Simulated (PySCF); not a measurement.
CdCl, SMILES [Cl][Cd+], charge +1. Heavy atoms are numbered as in [Cd+:1][Cl:2].

Geometry optimised at B3LYP-D3(BJ)/def2-TZVPD. The spin state was assumed, not searched. The def2 effective core potentials stand for the cores of Cd; spin–orbit coupling is left out.

All values below come from CAM-B3LYP/def2-TZVPD run with PySCF.

Mulliken values depend strongly on the basis, most of all with diffuse functions as here. ESP charges are fitted to the potential on shells at 1.4 to 2.0 van der Waals radii. Atomic charges (e), one atom of each kind:

```
atom     ESP fit  Mulliken
----  ----------  --------
Cd1   (withheld)      1.10
Cl2   (withheld)     -0.10
```

Q: Complete the blanks. (The exact figures need the calculation; the answer reports its results.)

A: 
- Cd1, ESP fit: 1.23
- Cl2, ESP fit: -0.23
